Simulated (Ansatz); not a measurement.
Total energies of C$_{2}$H$_{7}$AlGe.

Z-matrix (Å, degrees):
```
Ge
Al 1 2.631
C 1 1.896 2 48.2
H 1 1.545 2 125.2 3 -105.9
H 1 1.685 2 45.3 3 -166.9
H 1 1.533 2 116.2 3 105.5
C 2 1.934 1 75.1 3 42.8
H 2 1.572 1 132.0 3 -131.5
H 3 1.084 1 120.5 2 145.5
H 7 1.090 2 127.2 1 68.2
H 7 1.091 2 113.6 1 -147.9
```

Charge 0, multiplicity 1. Correlated methods include outer-core shells of Ge, which these sets cover unevenly. Scalar relativity is left out up to krypton. The bonds changed during the relaxation, so this is another structure than the one it started from. The structure was optimised at the PBE0-D4/def2-TZVP level. Basis def2-TZVPP, Ansatz.

RPA on PBE orbitals: Hartree–Fock energy of these orbitals -2396.97894 Eh, correlation -1.16991 Eh (frozen core).

| functional | energy without D4 (Eh) | D4 term (kJ/mol) |
| --- | --- | --- |
| LDA (SPW92) | -2394.84172 | – |
| PBE | -2399.24988 | -23.7 |
| revPBE | -2399.58131 | -67.2 |
| BLYP | -2399.81975 | -51.6 |
| r2SCAN | -2399.73392 | -5.5 |
| B97M-V | -2399.38486 | – |
| PBE0 | -2399.34247 | -20.0 |
| B3LYP | -2399.89058 | -38.6 |
| r2SCANh | -2399.72081 | -5.9 |
| r2SCAN0 | -2399.70254 | -6.6 |
| HSE06 (plane-wave form) | -2399.33165 | -18.8 |
| BHLYP | -2399.73908 | -32.0 |
| CAM-B3LYP | -2399.88876 | -20.5 |
| LC-ωPBE | -2399.41187 | – |
| ωB97X-V | -2399.56539 | – |
| ωB97M-V | -2399.63149 | – |
| B2PLYP | -2399.25002 | – |
| PBE-QIDH | -2398.91533 | – |

B3LYP takes the VWN-RPA correlation (the form of Gaussian; ORCA's B3LYP/G). HSE06 is the plane-wave form, built on full-range PBE exchange. The double hybrids freeze the cores in their second-order part.

LC-ωPBE has ω = 0.4 bohr⁻¹.
